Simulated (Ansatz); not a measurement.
Two structures of SiH$_{4}$ClOF, singlet, reached by relaxing down either side of one saddle point (PBE0-D4/def2-TZVP). Energies are electronic, without zero-point energy. Program: Ansatz 0.2.0. Basis: def2-TZVPP and def2-QZVPP. Cores are frozen in the correlated methods. Extrapolation: Hartree–Fock as exp(−7.88 √X), correlation as X^−2.97. First:

```csv
atom,x (Å),y (Å),z (Å)
Si1,-0.7670,-0.7273,0.1479
F2,0.7229,-1.0326,0.6800
H3,-0.7771,-1.1887,-1.2582
H4,-1.7146,-1.4483,1.0162
O5,-1.0919,0.8571,0.2968
H6,2.0479,0.4972,0.0089
Cl7,2.1189,1.5631,-0.7072
H8,-0.5390,1.4793,-0.1844
```

Second:

```csv
atom,x (Å),y (Å),z (Å)
Si1,-0.5933,0.1382,0.0253
F2,2.0896,-1.9448,0.3304
H3,-0.4975,-0.7067,-1.1830
H4,-0.8365,-0.6085,1.2691
O5,-1.7642,1.2655,-0.0875
H6,2.1451,-1.0178,0.3174
Cl7,1.2659,1.0581,0.1992
H8,-1.8090,1.8159,-0.8710
```

(1) Which bonds change from the first to the second?

(2) Give the saddle point's structure and its height above each. (To be estimated.)

T1 diagnostic: at most 0.012.

Answers

(1) SiH₃OF ([OH][SiH2][F]) + HCl → SiH₃ClO ([OH][SiH2][Cl]) + HF; bonds formed: Si1–Cl7, F2–H6; bonds broken: Si1–F2, H6–Cl7.

(2) By the calculation: 1.677 eV above the first and 1.185 eV above the second (CCSD(T) at an estimated basis limit (MP2 extrapolated from triple and quadruple zeta, plus CCSD(T) − MP2 in triple zeta)).
```json
{"atom": "Si1", "x (Å)": "-0.4540", "y (Å)": "-0.3319", "z (Å)": "-0.0283"}
{"atom": "F2", "x (Å)": "1.1851", "y (Å)": "-1.0857", "z (Å)": "0.7296"}
{"atom": "H3", "x (Å)": "-0.4104", "y (Å)": "-0.9221", "z (Å)": "-1.3758"}
{"atom": "H4", "x (Å)": "-1.1074", "y (Å)": "-1.2341", "z (Å)": "0.9397"}
{"atom": "O5", "x (Å)": "-1.3459", "y (Å)": "1.0068", "z (Å)": "0.2372"}
{"atom": "H6", "x (Å)": "1.7302", "y (Å)": "-0.3270", "z (Å)": "0.2963"}
{"atom": "Cl7", "x (Å)": "1.4401", "y (Å)": "1.0774", "z (Å)": "-0.6213"}
{"atom": "H8", "x (Å)": "-1.0375", "y (Å)": "1.8165", "z (Å)": "-0.1774"}
```

Labels in which every atom is bracketed show which atoms are joined, not bond orders.

For scale, one of the runs: CCSD(T)/def2-TZVPP, 202 basis functions, launched by `ansatz run in.yaml --threads 4 --pin off --events-out ev --progress --plain --max-ram 9574MiB`. Time: 62 s of wall clock on 4 CPU threads of an Arm Neoverse V1; the host was shared. Peak host memory: 2.5 GiB.
